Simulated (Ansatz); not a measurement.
Input and output for `FB(F)OCC(F)(F)F`.

```yaml
crystal:
  periodic: [false, false, false]
  atoms:
    - {symbol: F, position_ang: [-2.020437, -1.573031, -1.739644]}
    - {symbol: B, position_ang: [-1.414782, -0.546817, -1.184308]}
    - {symbol: F, position_ang: [-2.114474, 0.547826, -0.931068]}
    - {symbol: O, position_ang: [-0.096890, -0.638687, -0.915646]}
    - {symbol: C, position_ang: [0.603674, 0.393814, -0.275517]}
    - {symbol: C, position_ang: [0.812182, 0.051050, 1.185555]}
    - {symbol: F, position_ang: [1.519451, -1.066501, 1.342373]}
    - {symbol: F, position_ang: [1.470218, 1.046689, 1.787789]}
    - {symbol: F, position_ang: [-0.354433, -0.115887, 1.816400]}
    - {symbol: H, position_ang: [1.584532, 0.495057, -0.742117]}
    - {symbol: H, position_ang: [0.076356, 1.349386, -0.323216]}
basis:
  gaussian: {orbitals: aug-cc-pVDZ}
magnetization: {spin_polarized: true, initial_magnetization: 2}
hamiltonian: {xc: {name: PBE-QIDH}}
output: {forces: true}
```

```sh
$ ansatz run in.yaml --threads 4 --pin off --events-out ev --progress --plain --max-ram 11315MiB
```

Output, abridged:

```
Functional definition: PBE-QIDH
2140 factors; integrals over basis functions are off by at most 5.1e-4 eV
mean field evaluation 1: about -18365.9109 eV, gradient 3.9e1 eV
mean field evaluation 2: about -18365.9121 eV, gradient 3.9e1 eV
mean field evaluation 4: about -18371.8826 eV, gradient 5.1e0 eV
mean field evaluation 8: about -18372.7355 eV, gradient 8.8e-1 eV
mean field evaluation 16: about -18372.8433 eV, gradient 2.2e-1 eV
mean field evaluation 32: about -18372.8480 eV, gradient 8.9e-4 eV
mean field -18372.84796259 eV, -675.1897090615 hartree, gradient 4.7e-6 eV, S^2 2.007682; 6 other end points of the search recorded, 0 dependent functions left out
9 core orbitals not correlated: weight in the atoms' cores, before any rotation towards them, 1.000 or more for the frozen orbitals, at most 0.000 for the correlated occupied ones
reference -18372.84798925 eV, -675.1897100414 hartree; 28, 26 occupied and 188, 190 virtual orbitals, 2140 factors
second order -46.68984609 eV of doubles, -0.00000000 eV of singles
Total energy: -18388.41127128 eV, -675.7616501068 hartree
Atom 0 at    -2.020437    -1.573031    -1.739644 Å, force     0.110027    -0.655736     1.077733 eV/Å
Atom 1 at    -1.414782    -0.546817    -1.184308 Å, force    -5.261225     1.812653    -4.579641 eV/Å
Atom 2 at    -2.114474     0.547826    -0.931068 Å, force     0.096426    -0.362135     1.268618 eV/Å
Atom 3 at    -0.096890    -0.638687    -0.915646 Å, force     4.980995    -0.984653     2.147640 eV/Å
Atom 4 at     0.603674     0.393814    -0.275517 Å, force    -0.047041     1.418032     0.025014 eV/Å
Atom 5 at     0.812182     0.051050     1.185555 Å, force     0.319458    -0.861669     1.006725 eV/Å
Atom 6 at     1.519451    -1.066501     1.342373 Å, force     0.109973     0.107469    -0.063395 eV/Å
Atom 7 at     1.470218     1.046689     1.787789 Å, force    -0.190464    -0.090702    -0.339560 eV/Å
Atom 8 at    -0.354433    -0.115887     1.816400 Å, force    -0.123688     0.200134    -0.092287 eV/Å
Atom 9 at     1.584532     0.495057    -0.742117 Å, force     0.409177    -0.506172    -0.302876 eV/Å
Atom 10 at     0.076356     1.349386    -0.323216 Å, force    -0.403639    -0.077221    -0.147971 eV/Å
Dipole moment:     0.208064     0.025351     0.931536 e Å
```

Hardware: 4 threads of an Arm Neoverse V1 on a shared host. Wall time 85 s, peak host memory 1.4 GiB.
